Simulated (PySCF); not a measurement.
Magnetic susceptibility: SMILES Fc1cc[nH+]cn1, [C$_{4}$H$_{4}$FN$_{2}$]+, charge +1

Geometry:
| atom | x (Å) | y (Å) | z (Å) |
| --- | --- | --- | --- |
| F1 | 2.569 | -0.897 | -0.023 |
| C2 | 1.327 | -0.533 | -0.018 |
| C3 | 0.980 | 0.827 | 0.064 |
| C4 | -0.366 | 1.110 | 0.063 |
| N5 | -1.256 | 0.103 | -0.013 |
| C6 | -0.838 | -1.173 | -0.089 |
| N7 | 0.419 | -1.495 | -0.092 |
| H8 | 1.735 | 1.597 | 0.124 |
| H9 | -0.743 | 2.122 | 0.121 |
| H10 | -2.254 | 0.312 | -0.013 |
| H11 | -1.569 | -1.970 | -0.149 |

Total charge +1.

Computed, not measured: PySCF, GIAO B3LYP/pcSseg-1 magnetisability, rotational g tensor and spin-rotation constants, non-relativistic, gas phase. Geometry: GFN2-xTB.

For an ion the centre-of-mass motion in the field is neglected.

**Question.** What are the magnetisability and the molar susceptibility?

**Answer.** Isotropic -818 × 10⁻³⁰ J/T², or -49.3 × 10⁻⁶ cm³/mol; principal values -1351, -581, -522 × 10⁻³⁰ J/T², anisotropy 801 × 10⁻³⁰ J/T² (root of half the summed squared differences of the principal values). The susceptibility is in cgs units.

**Question.** Split it along the inertial axes a, b, c into diamagnetic and paramagnetic parts about the centre of mass, with the quadrupole moment.

**Answer.** 
```
axis  χ (10⁻⁶ cm³/mol)  diamagnetic (10⁻⁶ cm³/mol)  paramagnetic (10⁻⁶ cm³/mol)  summed x² of all electrons (Å²)  quadrupole Θ (D Å)
   a             -31.8                      -263.3                        231.5                            103.2              +12.30
   b             -34.7                      -471.5                        436.8                             54.2               +1.42
   c             -81.3                      -667.8                        586.4                              7.9              -13.72
```
Anisotropies 2χaa − χbb − χcc = +52.5 and 2χbb − χaa − χcc = +43.8 × 10⁻⁶ cm³/mol. Θ is traceless in Buckingham's convention.

**Question.** And the rotational g tensor?

**Answer.** 
| axis | rotational constant (GHz) | g | nuclear part | electronic part |
| --- | --- | --- | --- | --- |
| a | 6.0649 | -0.0749 | 0.5847 | -0.6596 |
| b | 2.6785 | -0.0214 | 0.5283 | -0.5496 |
| c | 1.8579 | +0.0337 | 0.5455 | -0.5119 |

Asymmetric top; isotopes 12C, 19F, 1H, 14N; no vibrational averaging.
